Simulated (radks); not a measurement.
Species: the copper ion Cu+. Configuration: [Ar] 3d10 (the NIST ground configuration). Calculated with a radial shooting solver on a logarithmic mesh with Libxc functionals: non-relativistic Kohn-Sham, exchange-only LDA, spin-polarised, spherical densities, point nucleus.

Unscreened Slater integrals over Kohn-Sham orbitals (hartree). They are taken over the spin-up orbitals.

| integral | value |
|---|---|
| F0(3d,3d) | 0.93814 |
| F2(3d,3d) | 0.41500 |
| F4(3d,3d) | 0.25482 |
| F0(3d,3p) | 1.0501 |
| F2(3d,3p) | 0.48050 |
| G1(3d,3p) | 0.59351 |
| G3(3d,3p) | 0.35634 |
| F0(3d,3s) | 1.0681 |
| G2(3d,3s) | 0.44462 |
| F0(3d,2p) | 1.3640 |
| F2(3d,2p) | 0.25458 |
| G1(3d,2p) | 0.19011 |
| G3(3d,2p) | 0.10810 |
| F0(3p,3p) | 1.1974 |
| F2(3p,3p) | 0.59514 |
| F0(3p,3s) | 1.2197 |
| G1(3p,3s) | 0.80475 |
| F0(3p,2p) | 1.6345 |
| F2(3p,2p) | 0.32449 |
| G0(3p,2p) | 0.12455 |
| G2(3p,2p) | 0.13136 |
| F0(3s,3s) | 1.2441 |
| F0(3s,2p) | 1.6620 |
| G1(3s,2p) | 0.13486 |
| F0(2p,2p) | 4.3886 |
| F2(2p,2p) | 2.0736 |
